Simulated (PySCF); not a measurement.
A structure optimised at B3LYP-D3(BJ)/def2-TZVP, used in a PySCF frequency run:

```
Ge
F 1 1.7501
O 1 1.7713 2 107.65
H 3 0.9628 1 113.87 2 65.95
H 1 1.5266 2 107.83 3 -114.06
H 1 1.5352 5 117.69 3 -126.47
```

Problem. Write its SMILES and formula.

Solution. [OH][GeH2][F], FGeH3O

Problem. What are its rotational constants (standard atomic weights)?

Solution. 15.027, 6.5619, 4.9274 GHz
